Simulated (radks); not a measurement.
Spherical quantum dot in the effective-mass picture: electrons in a parabolic well V = omega^2 r^2 / 2 with omega = 3.05, all in effective atomic units (hartree* = m*/eps^2 hartree, bohr* = eps/m* bohr), one dielectric constant everywhere. Method: non-relativistic Kohn-Sham, LDA (Slater exchange, Perdew-Wang correlation), spin-polarised, spherical densities; computed with a radial shooting solver with Libxc functionals. Levels are named by radial order and angular momentum (1s, 1p, 1d, 2s, ...), and open shells are averaged over m. Results are scaled to m* = 0.25 and eps = 12.5, for which hartree* = 43.54 meV and bohr* = 2.646 nm.

N = 29, configuration 1s2 1p6 1d10 2s2 1f(up 7, down 2). This is the lowest configuration that the search found. Occupied and some empty levels:

level,occupation,eigenvalue (meV),<r> (nm)
1s up,1,1196.7,2.312
1s down,1,1199.1,2.290
1p up,3,1270.0,2.969
1p down,3,1273.6,2.955
1d up,5,1348.8,3.441
1d down,5,1353.2,3.435
2s up,1,1358.5,3.066
2s down,1,1361.7,3.075
1f up,7,1433.3,3.815
1f down,2,1437.9,3.816
2p up,0,1450.0,3.445
2p down,0,1453.0,3.452
1g up,0,1522.9,4.131
1g down,0,1527.5,4.135
2d up,0,1545.3,3.798
2d down,0,1548.4,3.802

Energy (meV): total 26552.0, kinetic 4346.3, external 10319, Hartree 12948, exchange-correlation -1060.7.
